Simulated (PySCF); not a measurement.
disulfane (H2S2), singlet, at a GFN2-xTB geometry, atoms displaced at random by about 0.05 Å a coordinate; B3LYP/STO-3G run with PySCF.

The PySCF input:
```python
from pyscf import gto, scf, dft
from pyscf.geomopt import geometric_solver

mol = gto.M(
    atom='''
S    -0.88081212   -0.00749778    0.53445721
S     0.86446522    0.17377101   -0.51523021
H    -1.53371068   -0.88713784   -0.37774378
H     1.54302148   -0.84433057    0.22790580
''',
    basis='sto-3g',
    verbose=3,
)

def method(m):
    mf = dft.RKS(m)
    mf.xc = 'b3lyp'
    return mf

conv, mol_eq = geometric_solver.kernel(method(mol), maxsteps=100, convergence_set='TURBOMOLE')
print('optimisation converged:', conv)
print(mol_eq.tostring(format='xyz'))
mf = method(mol_eq)
mf.kernel()
```

The log (banner, timings and long lists left out):

```
Custom engine selected.
Bonds will be generated from interatomic distances less than 1.20 times sum of covalent radii
12 internal coordinates being used (instead of 12 Cartesians)
Internal coordinate system (atoms numbered from 1):
Distance 1-2
Distance 1-3
Distance 2-4
Angle 2-1-3
Angle 1-2-4
Dihedral 3-1-2-4
Translation-X 1-4
Translation-Y 1-4
Translation-Z 1-4
Rotation-A 1-4
Rotation-B 1-4
Rotation-C 1-4
<class 'geometric.internal.Distance'> : 3
<class 'geometric.internal.Angle'> : 2
<class 'geometric.internal.Dihedral'> : 1
<class 'geometric.internal.TranslationX'> : 1
<class 'geometric.internal.TranslationY'> : 1
<class 'geometric.internal.TranslationZ'> : 1
<class 'geometric.internal.RotationA'> : 1
<class 'geometric.internal.RotationB'> : 1
<class 'geometric.internal.RotationC'> : 1
> ===== Optimization Info: ====
> Job type: Energy minimization
> Maximum number of optimization cycles: 100
> Initial / maximum trust radius (Angstrom): 0.100 / 0.300
> Convergence Criteria:
> Will converge when all 5 criteria are reached:
>  |Delta-E| < 1.00e-06
>  RMS-Grad  < 5.00e-04
>  Max-Grad  < 1.00e-03
>  RMS-Disp  < 5.00e-04
>  Max-Disp  < 1.00e-03
> === End Optimization Info ===

Geometry optimization cycle 1
Cartesian coordinates (Angstrom)
 Atom        New coordinates             dX        dY        dZ
   S  -0.880812  -0.007498   0.534457    0.000000  0.000000  0.000000
   S   0.864465   0.173771  -0.515230    0.000000  0.000000  0.000000
   H  -1.533711  -0.887138  -0.377744    0.000000  0.000000  0.000000
   H   1.543021  -0.844331   0.227906    0.000000  0.000000  0.000000

WARN: Mole.unit (angstrom) is changed to Bohr

converged SCF energy = -788.72817361445
--------------- RKS_Scanner gradients ---------------
         x                y                z
0 S     0.0418622267     0.0175420360     0.0053455563
1 S    -0.0402123465     0.0220476701    -0.0059260928
2 H    -0.0119111327    -0.0169342677    -0.0191403450
3 H     0.0102574432    -0.0226640846     0.0197272377
----------------------------------------------
cycle 1: E = -788.728173614  dE = -788.728  norm(grad) = 0.0776533
Step    0 : Gradient = 3.883e-02/4.624e-02 (rms/max) Energy = -788.7281736144
[...]
Geometry optimization cycle 2
Cartesian coordinates (Angstrom)
 Atom        New coordinates             dX        dY        dZ
   S  -0.952573  -0.005375   0.502495   -0.071761  0.002123 -0.031962
   S   0.905705   0.140839  -0.470040    0.041239 -0.032932  0.045190
   H  -1.545596  -0.875552  -0.347474   -0.011885  0.011586  0.030270
   H   1.585589  -0.824741   0.184139    0.042568  0.019590 -0.043767
converged SCF energy = -788.732931185513
--------------- RKS_Scanner gradients ---------------
         x                y                z
0 S    -0.0033335733    -0.0049480204    -0.0116633484
1 S     0.0029215438    -0.0115634056     0.0129506262
2 H     0.0015409305     0.0065028018     0.0078544967
3 H    -0.0011361605     0.0100022982    -0.0091401983
----------------------------------------------
cycle 2: E = -788.732931186  dE = -0.00475757  norm(grad) = 0.0277998
Step    1 : Displace = 6.385e-02/7.876e-02 (rms/max) Trust = 1.000e-01 (=) Grad = 1.390e-02/1.761e-02 (rms/max) E (change) = -788.7329311855 (-4.758e-03) Quality = 0.684
[...]
Geometry optimization cycle 3
Cartesian coordinates (Angstrom)
 Atom        New coordinates             dX        dY        dZ
   S  -0.937190   0.000751   0.521036    0.015383  0.006126  0.018541
   S   0.901851   0.162477  -0.492680   -0.003854  0.021639 -0.022640
   H  -1.504220  -0.887013  -0.351434    0.041376 -0.011461 -0.003960
   H   1.532921  -0.840825   0.192133   -0.052668 -0.016085  0.007994
converged SCF energy = -788.733908088573
--------------- RKS_Scanner gradients ---------------
         x                y                z
0 S     0.0011291203    -0.0001070695    -0.0006566432
1 S    -0.0014599226     0.0001202525     0.0003359275
2 H     0.0006067381     0.0002243456     0.0001184363
[...]
Step    2 : Displace = 4.051e-02/5.594e-02 (rms/max) Trust = 1.000e-01 (=) Grad = 1.072e-03/1.503e-03 (rms/max) E (change) = -788.7339080886 (-9.769e-04) Quality = 0.953
converged SCF energy = -788.733918670718
[...]
1 S    -0.0002608803     0.0003069161     0.0000668668
2 H    -0.0003676488    -0.0003693867    -0.0002202988
3 H     0.0002178995    -0.0002670484     0.0001147146
----------------------------------------------
cycle 4: E = -788.733918671  dE = -1.05821e-05  norm(grad) = 0.000940301
Step    3 : Displace = 7.662e-03/1.089e-02 (rms/max) Trust = 1.414e-01 (+) Grad = 4.702e-04/5.658e-04 (rms/max) E (change) = -788.7339186707 (-1.058e-05) Quality = 0.839
[...]
Geometry optimization cycle 5
Cartesian coordinates (Angstrom)
 Atom        New coordinates             dX        dY        dZ
   S  -0.937498  -0.002840   0.522332    0.000158 -0.000883  0.001117
   S   0.903719   0.158508  -0.494908   -0.000458 -0.001477 -0.001354
   H  -1.513900  -0.882716  -0.353211    0.000882  0.001766 -0.000448
   H   1.541793  -0.836703   0.194369   -0.000210  0.001014  0.000444
converged SCF energy = -788.73392036307
--------------- RKS_Scanner gradients ---------------
         x                y                z
0 S    -0.0000453128    -0.0000109557    -0.0000333663
1 S     0.0000543639    -0.0000548346     0.0000832608
2 H     0.0000049946    -0.0000007620     0.0000247876
3 H    -0.0000230541     0.0000567417    -0.0000685592
----------------------------------------------
cycle 5: E = -788.733920363  dE = -1.69235e-06  norm(grad) = 0.000158974
Step    4 : Displace = 1.679e-03/1.911e-03 (rms/max) Trust = 2.000e-01 (+) Grad = 7.949e-05/1.136e-04 (rms/max) E (change) = -788.7339203631 (-1.692e-06) Quality = 1.033
[...]
Geometry optimization cycle 6
Cartesian coordinates (Angstrom)
 Atom        New coordinates             dX        dY        dZ
   S  -0.937003  -0.003087   0.522696    0.000495 -0.000248  0.000364
   S   0.903633   0.157996  -0.495659   -0.000086 -0.000513 -0.000751
   H  -1.514306  -0.881825  -0.353380   -0.000407  0.000891 -0.000169
   H   1.542209  -0.836376   0.194641    0.000416  0.000326  0.000272
converged SCF energy = -788.733920465822
--------------- RKS_Scanner gradients ---------------
         x                y                z
0 S    -0.0000306662    -0.0000247581    -0.0000080271
1 S     0.0000064968     0.0000115622     0.0000056975
2 H     0.0000151534     0.0000084974     0.0000097952
3 H     0.0000000187    -0.0000049440    -0.0000012008
----------------------------------------------
cycle 6: E = -788.733920466  dE = -1.02752e-07  norm(grad) = 4.74324e-05
Step    5 : Displace = 7.351e-04/7.541e-04 (rms/max) Trust = 2.828e-01 (+) Grad = 2.372e-05/4.022e-05 (rms/max) E (change) = -788.7339204658 (-1.028e-07) Quality = 1.240
[...]
Geometry optimization cycle 7
Cartesian coordinates (Angstrom)
 Atom        New coordinates             dX        dY        dZ
   S  -0.936471  -0.002926   0.522901    0.000532  0.000162  0.000205
   S   0.903743   0.157562  -0.496282    0.000110 -0.000434 -0.000623
   H  -1.514671  -0.881001  -0.353343   -0.000364  0.000824  0.000037
   H   1.542565  -0.836247   0.194583    0.000356  0.000129 -0.000058
converged SCF energy = -788.733920481854
--------------- RKS_Scanner gradients ---------------
         x                y                z
0 S    -0.0000015043    -0.0000073694     0.0000204149
1 S    -0.0000018413     0.0000071896    -0.0000003204
2 H    -0.0000007486    -0.0000100766    -0.0000198795
3 H    -0.0000049234     0.0000007943     0.0000061998
----------------------------------------------
cycle 7: E = -788.733920482  dE = -1.60323e-08  norm(grad) = 3.30019e-05
Step    6 : Displace = 4.623e-04/5.096e-04 (rms/max) Trust = 3.000e-01 (+) Grad = 1.650e-05/2.230e-05 (rms/max) E (change) = -788.7339204819 (-1.603e-08) Quality = 0.595
[...]
Converged! =D

optimisation converged: True
4
XYZ from PySCF
S          -0.93647122       -0.00292571        0.52290122
S           0.90374293        0.15756206       -0.49628188
H          -1.51467072       -0.88100099       -0.35334298
H           1.54256473       -0.83624703        0.19458342
converged SCF energy = -788.733920481872
```
